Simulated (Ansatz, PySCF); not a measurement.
Gas-phase reaction in SMILES: CC(C)CCO -> [CH2]C(C)CCO + H atom (the C-H bond at the site shown breaks; other sites are not compared here)
Each molecule is optimised on its own at B3LYP-D3(BJ)/def2-TZVP (Ansatz, a program for electronic structure), one conformer each, not searched for the lowest. Frequencies are from Ansatz or PySCF.

Quantity: bond dissociation energy (enthalpy at 298 K, with B3LYP-D3(BJ) rigid-rotor harmonic-oscillator terms), in kcal/mol. Cores are frozen in the correlated levels unless marked. Open shells are spin-unrestricted. No spin-orbit coupling. Non-relativistic. CBS marks a two-point X^-3 extrapolation of the correlation energy; Hartree-Fock from the larger set. [CCSD(T)-MP2]/basis is that difference in the basis named.

RI-MP2/CBS(cc-pVTZ,cc-pVQZ)+[CCSD(T)-MP2]/cc-pVTZ (Ansatz) gives 102.4 kcal/mol.

Another calculation gave 96.1 kcal/mol. Which level was it?
A. SVWN5/def2-TZVPD (Ansatz)
B. B97M-V/def2-TZVPD (Ansatz)
C. r2SCANh/def2-TZVPD (Ansatz)

C, r2SCANh/def2-TZVPD (Ansatz). The others give 99.7 (B97M-V), 109.6 (SVWN5) kcal/mol.
